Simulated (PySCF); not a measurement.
# Name the molecule from its bond curve

A diatomic of charge +1 contains Sr. Its singlet curve at PBEsol in a double-zeta basis (spin-free X2C with a Gaussian nucleus, PySCF), in eV from the separated fragments:

R (Å), E (eV) and a bar:
```
    2.952     -1.182 ######################
    3.090     -1.288 ##########
    3.227     -1.348 ###
    3.330     -1.369 #
    3.433     -1.375 
    3.536     -1.367 #
    3.673     -1.342 ####
    3.845     -1.293 #########
    4.051     -1.218 #################
    4.326     -1.107 ##############################
```

The fit gives ωe = 227 cm⁻¹ and the rotational constant Bₑ = 0.2219 cm⁻¹.

Which atom is the partner?

The minimum lies at 3.420 Å, so the reduced mass is 16.8576 u Å² cm⁻¹/(Bₑ·Re²) = 6.495 u. With Sr at 87.91 u the partner weighs about 7.0 u: Li. The molecule is SrLi⁺.

Closed-shell solutions of metal pairs were not tested for spin polarisation, which can lower them a little.
